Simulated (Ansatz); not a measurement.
Ge2O2⁺. The state is a doublet with charge 1. Geometry relaxed at PBE-D4/def2-SVP.

```xyz
4

Ge   -0.846    0.030    1.300
Ge    0.846   -0.031   -1.300
O    -0.848   -0.432   -0.542
O     0.848    0.433    0.541
```

The structure comes from a short search, and lower isomers may exist.

Estimate the harmonic wavenumbers at UKS PBE-D4/def2-SVP (Ansatz, unscaled). Is this a minimum?

64i, 290, 339, 370, 628, 648 cm⁻¹. No: 1 imaginary mode, a saddle point. Zero-point energy 13.6 kJ/mol. It took 16 s on 4 threads of Arm Neoverse V2 on a shared host.
